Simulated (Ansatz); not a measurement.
C₂H₆Ge⁺, that is Ge(vinyl)H3 with one electron fewer. Total charge 1; doublet. Geometry PBE0-D4/def2-TZVP, that of the neutral singlet; atoms count from 1.

```xyz
9

Ge   -0.0478   -0.0082    1.3227
C     0.5141    0.2307   -0.5167
C    -0.2345   -0.1222   -1.5542
H     1.4907    0.6735   -0.7005
H    -1.2157   -0.5717   -1.4300
H     0.0985    0.0235   -2.5782
H    -1.4447   -0.6508    1.3255
H    -0.1001    1.3438    2.0565
H     0.9395   -0.9185    2.0749
```

Q: Estimate the Mulliken populations from the PBE0/def2-TZVP orbitals of Ansatz.

A: 
```csv
atom,charge (e),spin (α − β)
Ge1,0.04,-0.01
C2,-0.08,0.35
C3,-0.03,0.50
H4,0.22,-0.01
H5,0.22,-0.02
H6,0.23,-0.02
H7,0.10,0.00
H8,0.15,0.10
H9,0.15,0.10
```
Mulliken values depend strongly on the basis.

Q: Where does the spin sit?

A: Summed by element: Ge -0.01, C 0.86, H 0.15, of 1 unpaired in all. Largest on single atoms: C3 0.50, C2 0.35, H9 0.10.

Q: And the Mayer bond orders between heavy atoms (over 0.3)?

A: Ge1–C2 0.92 (1.94 Å); C2–C3 1.48 (1.33 Å).
